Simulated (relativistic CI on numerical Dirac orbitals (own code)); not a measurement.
## Slater and spin-orbit integrals, I

Calculated at this level of theory: Dirac-Coulomb-Breit CI, orbitals from a KLI potential per configuration, QED by a radiative potential, valence Slater integrals scaled by 0.85, P86 correlation energy added to each configuration (own radial code, finite nucleus).

Slater integrals F^k, G^k are unscaled and averaged over j, outside the closed core [Kr] 4d10; ζ comes from projecting the Hamiltonian with its Breit term on Σ l·s of the shell.

- 5s2.5p5: ζ(5p) = 5185.8 cm⁻¹; <r>(5p) = 2.495, <r^2>(5p) = 7.188 (bohr units).
- 5s2.5p4.6s: F^2(5p,5p) = 44381, ζ(5p) = 5831.1, G^1(5p,6s) = 2734.4 cm⁻¹; <r>(5p) = 2.38, <r^2>(5p) = 6.5, <r>(6s) = 6.484, <r^2>(6s) = 47.83 (bohr units).
- 5s2.5p4.6p: F^2(5p,5p) = 44887, ζ(5p) = 5878.6, F^2(5p,6p) = 4429.5, G^0(5p,6p) = 763.26, G^2(5p,6p) = 970.07, ζ(6p) = 231.59 cm⁻¹; <r>(5p) = 2.36, <r^2>(5p) = 6.364, <r>(6p) = 8.919, <r^2>(6p) = 89.58 (bohr units).

In this model ζ of a weakly bound d, f or g electron outside closed shells comes out too small, for d by up to a factor of two or three and at times with the wrong sign; that of an outer p electron is too small as well.

For a near-neutral ion this model can misplace configurations by up to about 10,000 cm⁻¹ (more where the count of f electrons changes) and terms by 10 to 25 % of their spread. Rates follow the energies as ν³ (E1, M1) or ν⁵ (E2), so they and the lifetimes can be off by large factors. The fine structure of a lone outer electron comes out too small, for d and f at times inverted, and misplaced configurations move strength between like terms. 19 of the 33 excited levels that our extract of the measured tables holds in this range could be paired (the sources list more); they are missed by 570 cm⁻¹ on average and 1483 at most, and levels without a partner can miss by more.

Averages of the first 10 configurations, taken without configuration mixing, which lowers the lowest level and can move excited configurations by several eV; other configurations of the list can lie among them:

```csv
Configuration,Parity,States,Average energy above the lowest level (eV)
5s2.5p5,odd,6,0.6
5s2.5p4.6s,even,30,8.3
5s2.5p4.6p,odd,90,9.4
5s2.5p4.5d,even,150,9.9
5s2.5p4.7p,odd,90,10.6
5s.5p6,even,2,13.3
5s2.5p4.7s,even,30,10.2
5s2.5p4.6d,even,150,10.8
5s2.5p4.4f,odd,210,11.0
5s2.5p4.7d,even,150,11.2
```
